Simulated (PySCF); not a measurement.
```xyz
3
charge 0 multiplicity 5, angstrom
Mo   -0.2407    0.0000   -0.1698
H    -1.7196    0.0000    0.6887
F     1.3318    0.0000    0.8385
```

These are results of PySCF, UPBE0, basis Mo def2-TZVP with ECP28, H def2-TZVP, F def2-TZVP (scalar-relativistic core potentials, no spin–orbit coupling, density fitting), not measurements.

This geometry of MoHF is a stationary point at this level.

**Question.** What is the point group?

**Answer.** Cs.

**Question.** Is it a minimum?

**Answer.** Yes: all harmonic wavenumbers are real.

**Question.** What are the dipole moment and the gap between the highest occupied and lowest empty levels of either spin?

**Answer.** 2.98 D and 4.08 eV.

**Question.** Give the atomic charges and bond orders.

**Answer.** 
```csv
atom,Mulliken,Löwdin,polar tensor,spin (Mulliken),Mayer order to Mo1
Mo1,0.61,0.40,1.08,4.14,–
H2,-0.11,-0.09,-0.33,-0.16,0.96
F3,-0.50,-0.31,-0.76,0.02,0.84
```

**Question.** Give the ideal-gas entropy at 298.15 K and 1 bar by parts.

**Answer.** translation 168.3, rotation 85.7, vibration 4.5, spin 13.4; total 271.9 J/(mol K).

This need not be the most stable arrangement of these atoms. With open d or f shells other occupations or spin states may lie lower.
